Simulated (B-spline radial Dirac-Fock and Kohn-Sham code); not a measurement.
Dipole and non-dipole photoemission parameters of Si 3p1/2

System: the free silicon atom in the configuration [Ne] 3s2 3p2; threshold 6.11 eV (orbital energy of the model). Method: Dirac-Hartree-Slater photoionisation with a Latter tail; cross sections with all multipoles, angular parameters from the dipole term and its interference with E2. Computed with a B-spline atomic structure program.

For linearly polarised light dσ/dΩ = σ/(4π) [1 + β P₂(cos θ) + (δ + γ cos²θ) sin θ cos φ], with θ from the polarisation vector and φ the angle between the beam and the projection of the electron momentum on the plane normal to the polarisation.

```
hν (eV)    σ (kb)      β       γ       δ
   55.6      93.5  1.201  -0.023  -0.002
     60      89.3  1.274  -0.023   0.000
    143      25.0  1.597   0.037   0.006
    150      22.8  1.600   0.042   0.007
    189      14.4  1.601   0.073   0.008
    200      12.8  1.599   0.081   0.008
    240      8.65  1.584   0.112   0.009
    300      5.20  1.552   0.155   0.011
    317      4.56  1.542   0.166   0.012
    665     0.665  1.336   0.350   0.025
    674     0.641  1.331   0.353   0.025
    909     0.270  1.214   0.435   0.036
   1000     0.203  1.174   0.461   0.040
   1250     0.103  1.075   0.521   0.051
   1600    0.0472  0.963   0.586   0.067
   2000         ?      ?       ?       ?
   3110   0.00516  0.664   0.749   0.129
   3270   0.00434  0.644   0.760   0.135
   3550   0.00326  0.610   0.780   0.145
   5170  0.000854  0.470   0.868   0.198
   5510  0.000678  0.448   0.884   0.209
   7170  0.000258  0.368   0.952   0.254
   7260  0.000246  0.364   0.956   0.257
 8047.8  0.000168  0.336   0.985   0.277
   9050  0.000108  0.306   1.021   0.300
  11700  4.07e-05  0.244   1.105   0.357
  13100  2.63e-05  0.218   1.145   0.384
  14100  1.98e-05  0.202   1.170   0.402
  15000  1.56e-05  0.189   1.192   0.418
```

Question: Give the values at 2000 eV.

Answer: σ = 0.0229 kb, β = 0.860, γ = 0.643, δ = 0.084.
